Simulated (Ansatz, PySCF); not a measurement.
This Ansatz (an electronic-structure program) input computes a r2SCAN/def2-TZVPD energy:

Ansatz 0.2 input:
```yaml
crystal:
  periodic: [false, false, false]
  atoms:
    - {symbol: Sn, position_ang: [-0.00000000, -0.00000000, -0.03502570]}
    - {symbol: H, position_ang: [0.00000000, 0.00000000, 1.75128499]}
basis:
  gaussian:
    orbitals: def2-TZVPD
hamiltonian:
  xc: {name: r2SCAN}
magnetization: {spin_polarized: true, initial_magnetization: 1}
output: {forces: true}
```

Problem. Write an input for the same energy in PySCF and say what it gives.

Solution. 
```python
from pyscf import gto, scf, dft

mol = gto.M(
    atom='''
    Sn   -0.00000000   -0.00000000   -0.03502570
    H     0.00000000    0.00000000    1.75128499
    ''',
    basis='def2-tzvpd',
    ecp='def2-tzvp',
    charge=0,
    spin=1,
    symmetry='C2v',
    verbose=4,
)

mf = dft.UKS(mol, xc='r2scan').density_fit(auxbasis='def2-universal-jkfit')
mf.grids.level = 4
mf.conv_tol = 1e-9
mf.max_cycle = 100
mf.max_memory = 1500
mf.kernel()
if not mf.converged:
    mf = mf.newton()
    mf.kernel(mf.make_rdm1())
mf.analyze()
```
It gives -214.92885 Eh, and Ansatz -214.92881 Eh, a difference of 0.04 mEh, from the treatment of integrals and grids.
